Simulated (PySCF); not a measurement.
Isomers of C7H10O. Theory: PySCF 2.14.0, density-fitted response routines, TDDFT CAM-B3LYP/def2-SVPD, vertical, gas phase, core orbitals frozen in the response. Geometries: GFN2-xTB; one conformer of each isolated species. Triplets are in the Tamm–Dancoff approximation.

Question: Rank by computed lowest singlet excitation energy, lowest first.
A. `CCCC1=COC=C1`
B. `CC(=C=O)C1CCC1`
C. `C1[C@@H]2[C@]1(C=CC2)CO`
D. `[C@H]1([C@H]2CO[C@@H]1C2)C=C`
E. `C1=COC(CC)=CC1`

Answer: B (3.40 eV), E (5.26 eV), A (6.16 eV), C (6.48 eV), D (6.75 eV).

| SMILES | S1 (eV) | f (S1) | gap (eV) | HOMO (eV) | first f ≥ 0.01 (nm) | S1 mainly |
| --- | --- | --- | --- | --- | --- | --- |
| CC(=C=O)C1CCC1 | 3.40 | 0.000 | 8.02 | -7.58 | 186 | H→L (96%) |
| CCC1=CCC=CO1 | 5.26 | 0.010 | 8.59 | -7.32 | 236 | H→L (51%) |
| CCCc1ccoc1 | 6.16 | 0.136 | 9.07 | -7.77 | 201 | H→L (75%) |
| OC[C@@]12C=CC[C@@H]1C2 | 6.48 | 0.145 | 9.35 | -8.10 | 191 | H→L+1 (84%) |
| C=C[C@@H]1[C@H]2CO[C@@H]1C2 | 6.75 | 0.333 | 9.39 | -8.17 | 184 | H→L (94%) |

H and L stand for HOMO and LUMO.

- `CC(=C=O)C1CCC1`: Löwdin shares by element: HOMO carbon 60% or more, oxygen 22% (atoms not listed hold the other 18%); LUMO carbon 53% or more, oxygen 31% (atoms not listed hold the other 16%).
- `CCC1=CCC=CO1`: Löwdin shares by element: HOMO carbon 46% or more, oxygen 21% (atoms not listed hold the other 33%); LUMO carbon 43% or more (atoms not listed hold the other 57%).
- `CCCc1ccoc1`: Löwdin shares by element: HOMO carbon 81% or more (atoms not listed hold the other 19%); LUMO carbon 37% or more, oxygen 14% (atoms not listed hold the other 49%).
- `OC[C@@]12C=CC[C@@H]1C2`: Löwdin shares by element: HOMO carbon 75% or more (atoms not listed hold the other 25%); LUMO hydrogen 23% or more, oxygen 18%, carbon 14% or more (atoms not listed hold the other 46%).
- `C=C[C@@H]1[C@H]2CO[C@@H]1C2`: Löwdin shares by element: HOMO carbon 38% or more, oxygen 31% (atoms not listed hold the other 31%); LUMO carbon 63% or more, hydrogen 12% or more (atoms not listed hold the other 25%).
